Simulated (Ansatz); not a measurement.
The cluster Re2O6⁻. The state is a doublet with charge -1. Geometry PBE-D4/def2-SVPD.

| atom | x (Å) | y (Å) | z (Å) |
| --- | --- | --- | --- |
| Re1 | 0.253 | -0.700 | 0.745 |
| Re2 | -0.913 | 1.274 | -0.470 |
| O3 | 0.434 | 1.219 | 0.946 |
| O4 | -0.358 | 1.660 | -2.065 |
| O5 | 2.323 | -2.339 | -0.768 |
| O6 | -0.807 | -1.412 | 1.908 |
| O7 | -2.533 | 1.625 | 0.039 |
| O8 | 1.602 | -1.327 | -0.335 |

In the def2 sets Re takes a core potential; there is no spin–orbit coupling. B3LYP takes the VWN-RPA correlation. The structure holds one bond between oxygen atoms, so isomers without such links may lie far lower. At PBE0-D4/def2-TZVPD the charge -1 doublet is spin-contaminated (final ⟨S²⟩ up to 0.84, 0.75 for a pure state). No other spin state of charge -1 was run. Another isomer (doublet) lies 1.47 eV lower at PBE0-D4/def2-TZVPD; other spin states weren't run for this one.

**Question.** Estimate the α-spin orbital energies around the gap (eV) in Ansatz with PBE-D4/def2-TZVPD, r2SCAN-D4/def2-TZVPD, B3LYP-D4/def2-TZVPD, PBE0-D4/def2-TZVPD.

**Answer.** 
```csv
orbital,PBE-D4/def2-TZVPD,r2SCAN-D4/def2-TZVPD,B3LYP-D4/def2-TZVPD,PBE0-D4/def2-TZVPD
HOMO−9,-5.21,-5.55,-6.59,-6.87
HOMO−8,-4.94,-5.25,-6.22,-6.45
HOMO−7,-4.49,-4.84,-5.89,-6.13
HOMO−6,-4.26,-4.62,-5.65,-5.91
HOMO−5,-3.79,-4.11,-5.15,-5.36
HOMO−4,-3.49,-3.87,-4.71,-4.98
HOMO−3,-2.32,-2.60,-3.49,-3.76
HOMO−2,-1.85,-2.10,-3.02,-3.23
HOMO−1,-1.62,-1.84,-2.61,-2.77
HOMO,-1.12,-1.53,-2.41,-2.59
LUMO,0.14,0.13,0.55,0.76
LUMO+1,0.78,0.80,1.27,1.51
LUMO+2,1.05,1.09,1.40,1.61
LUMO+3,1.49,1.58,1.92,2.13
LUMO+4,1.92,2.00,2.44,2.68
LUMO+5,2.37,2.61,2.81,3.07
β HOMO,-1.28,-1.40,-2.21,-2.31
β LUMO,-0.34,-0.22,-0.11,0.21
```
